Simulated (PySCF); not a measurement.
# NMR data sheet: C7H10N2

```
Formula                               : C7H10N2
SMILES                                : C/N=C\C(C#N)=C(C)C
Point group of the computed structure : C1
Degrees of unsaturation               : 4
Carbon signals                        : 7
Proton signals                        : 4
```

Bonds (- single, = double, # triple, : aromatic): C1-N2, N2=C3, C3-C4, C4-C5, C5#N6, C4=C7, C7-C8, C7-C9. C1 carries H10, H11, H12; C3 carries H13; C8 carries H14, H15, H16; C9 carries H17, H18, H19. Stereochemistry as in C/N=C\C(C#N)=C(C)C.

Theory: NMR shieldings at B97-2/pcSseg-1/GIAO, geometry: PBE0-D3(BJ)/def2-SVP, in PySCF 2.14.0 with density-fitted response routines (a single conformation, in vacuum, fast rotation and ring inversion assumed for equivalent nuclei, non-relativistic).

Referencing at the same level of theory: 1H, 13C vs TMS; 15N against NH3.

| carbon | δC, type | δH (multiplicity) | HMBC from (2–3 bonds) | span of the C tensor (ppm) |
| --- | --- | --- | --- | --- |
| C1 | 44.0, CH3 | 3.71 (s) | H13 | 46 |
| C3 | 152.9, CH | 7.70 (s) | H10/H11/H12 | 184 |
| C4 | 108.4, C | – | H13, H17/H18/H19, H14/H15/H16 | 157 |
| C5 | 118.9, C | – | H13 | 342 |
| C7 | 169.4, C | – | H13, H17/H18/H19, H14/H15/H16 | 267 |
| C8 | 21.6, CH3 | 1.98 (s) | H17/H18/H19 | 31 |
| C9 | 27.8, CH3 | 2.31 (s) | H14/H15/H16 | 36 |

Other nuclei:
```tsv
atoms	nucleus	environment	δ (ppm)	σ (ppm)
N2	15N	imine nitrogen	386.3	-123.4
N6	15N	nitrile nitrogen	320.5	-57.6
```

Carbon types of the structure: 3 × C, 1 × CH, 3 × CH3, which accounts for all hydrogens. δC 169.4, 108.4: fully substituted alkene carbon. δC 152.9: C=N carbon. δC 118.9: nitrile carbon; typical of a nitrile. δC 27.8, 21.6: allylic methyl carbon; saturated and bonded to C and H only. δH 2.31, 1.98: hydrogen on an allylic methyl carbon; allylic position.

Shifts are as computed. Against solution values, carbons near 30 ppm lie about +1 ppm off and those near 130 ppm about +2 ppm. Of 1211 compounds with measured shifts, 218 miss one by over three times the rms of a fit or turn the order of signals round; such compounds aren't used in these exercises. Experimental scales use liquid or dissolved standards, which lie at an offset from isolated NH3 (liquid NH3: subtract about 20 ppm). Unscaled 15N shifts of sp2 nitrogen come out 20 to 40 ppm too high even then. No couplings were computed; multiplicities are counted from neighbouring protons, with m where these are inequivalent, close in shift, in a saturated or five-membered ring or joined by F or P, and br s for small geminal =CH2 splittings.
